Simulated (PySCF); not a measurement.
C2H7BeNSe, SMILES C[N](C)[Be][SeH]. Heavy atoms are numbered as in [Be:1]([N:2]([CH3:3])[CH3:4])[SeH:11]. Hydrogens are named by the atom that carries them.

Geometry: ωB97X-D3(BJ)/def2-SVP. The structure was generated by enumeration; whether it is a known compound was not checked. Other conformers were not sampled.

Level of theory: PBE/pcSseg-1 run with PySCF.

GIAO shieldings, no solvent; atoms alike by connectivity are averaged. δ = σ(ref) − σ: ¹⁵N against NH3 (σ = 267.0 ppm); ¹³C against TMS (σ = 182.0 ppm); ¹H against TMS (σ = 31.49 ppm); ⁷⁷Se against Me2Se (σ = 1634.8 ppm), references at their B3LYP-D3(BJ)/def2-TZVP geometries, non-relativistic.

| nucleus | atoms | count | δ (ppm) |
|---|---|---|---|
| ¹⁵N | N2 | 1 | 89.5 |
| ¹³C | C3 (CH3) | 2 | 44.3 |
| ¹H | H on C3 | 6 | 3.04 |
| ¹H | H on Se11 | 1 | 0.26 |
| ⁷⁷Se | Se11 (SeH) | 1 | -632.0 |
